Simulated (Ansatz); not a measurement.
`N[Si](F)(F)Cl` + `[SH][GeH2][Cl]` → `F[Si](F)(Cl)[S][GeH2][Cl]` + NH₃  (ligand exchange at the Si–N bond)

Isolated molecules relaxed with PBE0-D4/def2-TZVP in Ansatz; ΔE leaves out vibrations. CCSD(T)/CBS is the MP2 limit (def2-TZVPP, def2-QZVPP) plus CCSD(T) − MP2 in def2-TZVPP, frozen cores. This one scheme is used for every species. DFT in def2-TZVPP. For Ge outer-core shells are correlated without core-valence functions, which leaves a few kJ/mol of doubt a bond. Scalar relativity is left out up to krypton. One conformer a species, not always the lowest.

| level | ΔE (kcal/mol) |
| --- | --- |
| r2SCAN-D4 | 2.4 |
| r2SCAN | 3.0 |

Question: What does CCSD(T)/CBS give? (Best estimate.)

Answer: Computed: +2.5 kcal/mol. The listed levels differ from it by -0.1, 0.5 kcal/mol.

Largest T1 diagnostic among the species: 0.011.

In def2-TZVPP, CCSD(T) changes the Hartree–Fock value by −5.4 kcal/mol (the triples alone add −1.2 kcal/mol) and MP2 by −6.7 kcal/mol. From PBE to PBE0 (25 % exact exchange), in def2-TZVPP and without D4, ΔE moves by +1.0 kcal/mol.
